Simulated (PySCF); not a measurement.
C$_{4}$H$_{12}$AlN (SMILES C[N](C)[Al]([CH3])[CH3]), singlet, geometry from GFN2-xTB (such geometries of metal compounds can be far from the true shape), atoms displaced at random by about 0.08 Å a coordinate; PySCF with R2SCAN/STO-3G, gradient by finite differences.

The PySCF input:
```python
from pyscf import gto, scf, dft

mol = gto.M(
    atom='''
Al    0.646804   -0.320375    0.325459
C     2.225327   -0.207034   -0.909254
H     3.190456   -0.777330   -0.621283
H     2.612748    0.789659   -1.062161
H     2.296169   -0.569863   -2.020612
C     0.512953   -1.193363    1.931148
H    -0.069534   -2.140434    2.159186
H     0.240798   -0.698474    2.831993
H     1.678770   -1.767609    2.139267
N    -0.923703    0.369009   -0.317580
C    -0.819252    1.160494   -1.439636
C    -2.061375    0.500137    0.497534
H    -1.652388    0.818814   -2.186357
H    -1.266752    2.189495   -1.518282
H    -0.092840    1.170241   -2.031673
H    -2.369782    1.527856    0.815126
H    -2.988201   -0.067425   -0.182481
H    -2.096144    0.071726    1.331466
''',
    basis='sto-3g',
    charge=0,
    spin=0,
    verbose=4,
)

mf = dft.RKS(mol)
mf.xc = 'r2scan'
mf.conv_tol = 1e-11
mf.kernel()
scan, done = mf.as_scanner(), []
scan.scf_summary = {}
def energy(d):
    c = mol.atom_coords()
    c[8, 0] += d
    e = scan(mol.set_geom_(c, unit='Bohr', inplace=False))
    done.append(scan.converged)
    return e
h = 0.01
fd = (energy(h) - energy(-h)) / (2 * h)
print('dE/dx =', fd)
```

The log (banner, timings and long lists left out):

```
PySCF version 2.14.0

[INPUT] verbose = 4
[INPUT] num. atoms = 18
[INPUT] num. electrons = 56
[INPUT] charge = 0
[INPUT] spin (= nelec alpha-beta = 2S) = 0
[INPUT] symmetry False subgroup None
[INPUT] Mole.unit = angstrom
[INPUT] Symbol           X                Y                Z      unit          X                Y                Z       unit  Magmom
[...]
nuclear repulsion = 295.849710589636
number of shells = 32
number of NR pGTOs = 138
number of NR cGTOs = 46
basis = sto-3g
ecp = {}

******** <class 'pyscf.dft.rks.RKS'> ********
method = RKS
initial guess = minao
damping factor = 0
level_shift factor = 0
DIIS = <class 'pyscf.scf.diis.CDIIS'>
diis_start_cycle = 1
diis_space = 8
diis_damp = 0
SCF conv_tol = 1e-11
SCF conv_tol_grad = None
SCF max_cycles = 50
direct_scf = True
direct_scf_tol = 1e-13
XC library pyscf.dft.libxc version 7.1.2
    S. Lehtola, C. Steigemann, M. J. T. Oliveira, and M. A. L. Marques,  SoftwareX 7, 1–5 (2018)
XC functionals = r2scan
    J. W. Furness, A. D. Kaplan, J. Ning, J. P. Perdew, and J. Sun,  J. Phys. Chem. Lett. 11, 8208–8215 (2020)
    J. W. Furness, A. D. Kaplan, J. Ning, J. P. Perdew, and J. Sun,  J. Phys. Chem. Lett. 11, 9248–9248 (2020)
    J. W. Furness, A. D. Kaplan, J. Ning, J. P. Perdew, and J. Sun,  J. Phys. Chem. Lett. 11, 8208–8215 (2020)
    J. W. Furness, A. D. Kaplan, J. Ning, J. P. Perdew, and J. Sun,  J. Phys. Chem. Lett. 11, 9248–9248 (2020)
radial grids:
    Treutler-Ahlrichs [JCP 102, 346 (1995); DOI:10.1063/1.469408] (M4) radial grids

becke partition: Becke, JCP 88, 2547 (1988); DOI:10.1063/1.454033
pruning grids: <function nwchem_prune>
grids dens level: 3
symmetrized grids: False
atomic radii adjust function: <function treutler_atomic_radii_adjust>
small_rho_cutoff = 0
Set gradient conv threshold to 3.16228e-06
Initial guess from minao.
tot grids = 207256
init E= -451.091932809587
[...]
cycle= 1 E= -450.925203329297  delta_E= 0.167  |g|= 0.605  |ddm|= 5.04
[...]
cycle= 2 E= -450.708945991995  delta_E= 0.216  |g|= 1.03  |ddm|= 2.25
[...]
cycle= 3 E= -451.031567625145  delta_E= -0.323  |g|= 0.179  |ddm|=  1.6
[...]
cycle= 4 E= -451.042477798298  delta_E= -0.0109  |g|= 0.0326  |ddm|= 0.316
[...]
cycle= 5 E= -451.042804035119  delta_E= -0.000326  |g|= 0.00648  |ddm|= 0.0532
[...]
cycle= 6 E= -451.04282348078  delta_E= -1.94e-05  |g|= 0.00171  |ddm|= 0.0144
[...]
cycle= 7 E= -451.042824387496  delta_E= -9.07e-07  |g|= 0.000551  |ddm|= 0.00293
[...]
cycle= 8 E= -451.042824480025  delta_E= -9.25e-08  |g|= 9.58e-05  |ddm|= 0.000831
[...]
cycle= 9 E= -451.04282448323  delta_E= -3.2e-09  |g|= 2.37e-05  |ddm|= 0.000172
[...]
cycle= 10 E= -451.042824483411  delta_E= -1.81e-10  |g|= 3.85e-06  |ddm|= 3.7e-05
[...]
cycle= 11 E= -451.042824483419  delta_E= -7.96e-12  |g|= 4.51e-07  |ddm|= 7.19e-06
[...]
Extra cycle  E= -451.042824483417  delta_E= 2.16e-12  |g|= 4.05e-07  |ddm|= 1.46e-06
converged SCF energy = -451.042824483417
Create scanner for <class 'pyscf.dft.rks.RKS'>

WARN: Mole.unit (angstrom) is changed to Bohr

New geometry
   1 Al     0.646804000000  -0.320375000000   0.325459000000 AA    1.222282416273  -0.605421007158   0.615028374775 Bohr
   2 C      2.225327000000  -0.207034000000  -0.909254000000 AA    4.205258567600  -0.391237558473  -1.718241037665 Bohr
   3 H      3.190456000000  -0.777330000000  -0.621283000000 AA    6.029088052475  -1.468940808408  -1.174054715848 Bohr
   4 H      2.612748000000   0.789659000000  -1.062161000000 AA    4.937378152505   1.492239241798  -2.007193390194 Bohr
   5 H      2.296169000000  -0.569863000000  -2.020612000000 AA    4.339130545716  -1.076884998523  -3.818403284010 Bohr
   6 C      0.512953000000  -1.193363000000   1.931148000000 AA    0.969340684774  -2.255129237189   3.649340826002 Bohr
   7 H     -0.069534000000  -2.140434000000   2.159186000000 AA   -0.131400216346  -4.044834047707   4.080270191995 Bohr
[...]
converged SCF energy = -451.042050329788
[...]
   4 H      2.612748000000   0.789659000000  -1.062161000000 AA    4.937378152505   1.492239241798  -2.007193390194 Bohr
   5 H      2.296169000000  -0.569863000000  -2.020612000000 AA    4.339130545716  -1.076884998523  -3.818403284010 Bohr
   6 C      0.512953000000  -1.193363000000   1.931148000000 AA    0.969340684774  -2.255129237189   3.649340826002 Bohr
   7 H     -0.069534000000  -2.140434000000   2.159186000000 AA   -0.131400216346  -4.044834047707   4.080270191995 Bohr
   8 H      0.240798000000  -0.698474000000   2.831993000000 AA    0.455042271343  -1.319924565129   5.351691156685 Bohr
   9 H      1.673478227891  -1.767609000000   2.139267000000 AA    3.162415526136  -3.340296905316   4.042628737320 Bohr
  10 N     -0.923703000000   0.369009000000  -0.317580000000 AA   -1.745545690439   0.697325947500  -0.600139222639 Bohr
  11 C     -0.819252000000   1.160494000000  -1.439636000000 AA   -1.548161907002   2.193015829201  -2.720517759064 Bohr
  12 C     -2.061375000000   0.500137000000   0.497534000000 AA   -3.895434190025   0.945121954762   0.940202997659 Bohr
  13 H     -1.652388000000   0.818814000000  -2.186357000000 AA   -3.122560771518   1.547334206960  -4.131615940526 Bohr
  14 H     -1.266752000000   2.189495000000  -1.518282000000 AA   -2.393814347745   4.137545901105  -2.869137159857 Bohr
  15 H     -0.092840000000   1.170241000000  -2.031673000000 AA   -0.175442173405   2.211434989737  -3.839305544673 Bohr
  16 H     -2.369782000000   1.527856000000   0.815126000000 AA   -4.478238954924   2.887229397773   1.540364897012 Bohr
  17 H     -2.988201000000  -0.067425000000  -0.182481000000 AA   -5.646881495151  -0.127414783949  -0.344839112937 Bohr
  18 H     -2.096144000000   0.071726000000   1.331466000000 AA   -3.961138077650   0.135542496011   2.516106084170 Bohr

******** <class 'pyscf.scf.hf.RKS_Scanner'> ********
method = RKS_Scanner
initial guess = minao
damping factor = 0
level_shift factor = 0
DIIS = <class 'pyscf.scf.diis.CDIIS'>
diis_start_cycle = 1
diis_space = 8
diis_damp = 0
SCF conv_tol = 1e-11
SCF conv_tol_grad = None
SCF max_cycles = 50
direct_scf = True
direct_scf_tol = 1e-13
XC library pyscf.dft.libxc version 7.1.2
    S. Lehtola, C. Steigemann, M. J. T. Oliveira, and M. A. L. Marques,  SoftwareX 7, 1–5 (2018)
XC functionals = r2scan
    J. W. Furness, A. D. Kaplan, J. Ning, J. P. Perdew, and J. Sun,  J. Phys. Chem. Lett. 11, 8208–8215 (2020)
    J. W. Furness, A. D. Kaplan, J. Ning, J. P. Perdew, and J. Sun,  J. Phys. Chem. Lett. 11, 9248–9248 (2020)
    J. W. Furness, A. D. Kaplan, J. Ning, J. P. Perdew, and J. Sun,  J. Phys. Chem. Lett. 11, 8208–8215 (2020)
    J. W. Furness, A. D. Kaplan, J. Ning, J. P. Perdew, and J. Sun,  J. Phys. Chem. Lett. 11, 9248–9248 (2020)
radial grids:
    Treutler-Ahlrichs [JCP 102, 346 (1995); DOI:10.1063/1.469408] (M4) radial grids

becke partition: Becke, JCP 88, 2547 (1988); DOI:10.1063/1.454033
pruning grids: <function nwchem_prune>
grids dens level: 3
symmetrized grids: False
atomic radii adjust function: <function treutler_atomic_radii_adjust>
small_rho_cutoff = 0
Set gradient conv threshold to 3.16228e-06
tot grids = 207256
init E= -451.04532025385
[...]
cycle= 1 E= -451.043582174675  delta_E= 0.00174  |g|= 0.00282  |ddm|= 0.0102
[...]
cycle= 2 E= -451.043585072656  delta_E= -2.9e-06  |g|= 0.00196  |ddm|= 0.0101
[...]
cycle= 3 E= -451.043586418711  delta_E= -1.35e-06  |g|= 0.000988  |ddm|= 0.00476
[...]
cycle= 4 E= -451.043586737679  delta_E= -3.19e-07  |g|= 5.42e-05  |ddm|= 0.00157
[...]
cycle= 5 E= -451.04358673879  delta_E= -1.11e-09  |g|= 1.77e-05  |ddm|= 0.000109
[...]
cycle= 6 E= -451.043586738891  delta_E= -1.01e-10  |g|= 2.34e-06  |ddm|= 2.77e-05
[...]
cycle= 7 E= -451.043586738892  delta_E= -3.41e-13  |g|= 7.08e-07  |ddm|= 4.37e-06
[...]
Extra cycle  E= -451.043586738891  delta_E= 3.41e-13  |g|= 8.12e-07  |ddm|= 2.24e-06
converged SCF energy = -451.043586738891
dE/dx = 0.07682045517185543
```
